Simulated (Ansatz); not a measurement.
A geometry relaxed with Ansatz (a quantum-chemistry and plane-wave program) with B3LYP-D3(BJ)/def2-SVP, charge 0, multiplicity 1:

```xyz
26

B      3.2158     0.8992     0.0602
H     -2.6457     4.2865    -0.1763
B     -1.6094     3.6914    -0.0740
H      2.6730    -4.2464    -0.4734
P     -1.5949    -3.7456     0.3064
B      0.0047     0.9236     0.2710
H      4.3267    -1.6152    -0.0438
P      0.0012    -0.9356     0.4003
P     -1.6078     1.8535     0.1800
P      1.5817    -3.7535     0.2785
H      2.6631     4.2737    -0.2226
H      4.2498     1.4796    -0.1223
P      0.0100     4.5490    -0.1238
H      0.0113     5.9334    -0.3788
H     -4.3346    -1.5939     0.0323
H     -0.0204    -5.6343    -0.7480
H     -2.7016    -4.2333    -0.4261
P      1.6199     1.8456     0.1517
B     -3.2099     0.9151     0.1186
H     -4.2439     1.5005    -0.0473
P     -3.1841    -0.8911     0.4471
B      1.6060    -1.8773     0.2700
P      3.1872    -0.9066     0.3908
B      1.6260     3.6838    -0.1000
B     -0.0135    -4.5328    -0.2687
B     -1.6102    -1.8694     0.2979
```

Write the SMILES of this molecule.

boron phosphide flake of 4 rings (pyrene shape) `B1PB2PBP3BPBP4BPB(P1)P2B34`
